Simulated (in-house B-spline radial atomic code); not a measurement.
## W6+: [Kr] 4d10 4f14 5s2 (5p1/2)2 (5p3/2)3 5d1 (with a hole in an inner shell)

All numbers are computed (Dirac-Hartree-Fock, average of the jj configuration; Fermi nucleus of rms radius 5.3658 fm) with an all-electron radial atomic-structure program (B-spline basis), not measured.

Z_r = [3n² - l(l+1)]/(2<r>); Z_e = n√(-2ε); the last column is Slater's effective charge. Values are occupation-weighted means over j. An effective charge above Z reflects the relativistic contraction of the inner shells.

| shell | electrons | ε (eV) | <r> (bohr) | Z_r | Z_e | Slater |
| --- | --- | --- | --- | --- | --- | --- |
| 1s | 2 | -70048 | 0.01835 | 81.76 | 71.75 | 73.70 |
| 2s | 2 | -12293 | 0.0769 | 78.03 | 60.12 | 69.85 |
| 2p | 6 | -10829 | 0.06901 | 72.46 | 56.42 | 69.85 |
| 3s | 2 | -2953.7 | 0.2001 | 67.47 | 44.20 | 62.75 |
| 3p | 6 | -2507 | 0.2001 | 62.46 | 40.72 | 62.75 |
| 3d | 10 | -1957.1 | 0.1824 | 57.56 | 35.98 | 52.85 |
| 4s | 2 | -704.56 | 0.4498 | 53.36 | 28.78 | 46.25 |
| 4p | 6 | -554.05 | 0.4769 | 48.23 | 25.53 | 46.25 |
| 4d | 10 | -351.93 | 0.5117 | 41.04 | 20.34 | 34.85 |
| 5s | 2 | -168.74 | 1.055 | 35.54 | 17.61 | 16.70 |
| 4f | 14 | -129.07 | 0.5903 | 30.49 | 12.32 | 23.45 |
| 5p | 5 | -128.05 | 1.185 | 30.80 | 15.34 | 16.70 |
| 5d | 1 | -78.7 | 1.526 | 22.61 | 12.03 | 7.00 |

The least bound orbital is 5d5/2 at -77.96 eV, and it is also the most diffuse (<r> = 1.54 bohr).

For the 1s electron the small component carries 7.79 % of the norm, the zero-frequency Breit interaction raises the level by 243.3 eV, self-energy by 152 eV, and vacuum polarisation lowers it by 28.76 eV.
